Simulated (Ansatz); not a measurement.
A nudged elastic band was laid between two geometries of CH5ClGe (8 atoms, charge 0, multiplicity 1).

The calculation used RKS PBE/def2-SVP in Ansatz.

- movable images: 5
- climbing image: yes
- spring: 5.0 eV/Å²
- optimiser: quadratic models (default)
- start path: through a guess of the saddle point
- force threshold: 0.03 eV/Å
- iteration limit: 60
- end points: relaxed

Initial state:

```xyz
8
Properties=species:S:1:pos:R:3
Ge 0.425 0.057 0.044
C 0.925 -0.029 1.932
H 0.020 -0.139 2.560
H 1.592 -0.894 2.110
H 1.455 0.900 2.221
H 1.663 0.141 -0.887
H -0.563 1.217 -0.248
Cl -0.620 -1.798 -0.475
```

Final state:

```xyz
8
Properties=species:S:1:pos:R:3
Ge 0.099 -0.062 -1.096
C 1.362 0.004 1.850
H 0.369 -0.479 1.894
H 2.106 -0.626 2.372
H 1.315 1.010 2.307
H 1.704 0.106 0.793
H -0.718 1.142 -0.377
Cl -1.340 -1.642 -0.485
```

Which bonds break or form, and what moves?

Bonds broken: Ge1–C2, Ge1–H6. Bonds formed: C2–H6. CH5ClGe becomes CH4 + ClGeH.

Give the energies along the band, and the barrier.

It converged. The highest image is number 3 of 0 to 6, 56.9 kcal/mol above the first end and 37.8 kcal/mol above the last; the last end lies 19.0 kcal/mol above the first. Neighbouring images differ by up to 1.4 eV, so the band resolves the path poorly. A vibrational analysis at the climbing image gives one clearly imaginary mode, 1061i cm⁻¹: a first-order saddle point. The orbitals stay closed-shell, which can raise the energy where a bond breaks towards radicals; this wasn't checked here.

```tsv
image	path coordinate (Å)	energy (kcal/mol)	Ge1–C2 (Å)	Ge1–H6 (Å)	C2–H6 (Å)
0	0.00	0.0	1.96	1.55	2.92
1	0.59	1.8	1.94	1.54	2.74
2	1.18	25.4	1.98	1.51	2.23
3	1.76	56.9	2.32	1.55	1.76
4	2.31	31.4	2.55	1.80	1.24
5	2.86	19.7	2.97	2.19	1.12
6	3.41	19.0	3.21	2.48	1.12
```

What is the geometry of the highest image?


```xyz
8
Properties=species:S:1:pos:R:3
Ge 0.344 0.067 -0.472
C 1.028 0.004 1.739
H 0.082 -0.390 2.153
H 1.861 -0.681 1.984
H 1.241 1.038 2.066
H 1.758 -0.106 0.142
H -0.524 1.269 -0.020
Cl -0.892 -1.749 -0.334
```

The run took 30 s on 2 threads of Intel(R) Xeon(R) 6975P-C (Granite Rapids), with other jobs on the host, peak memory 0.15 GiB.
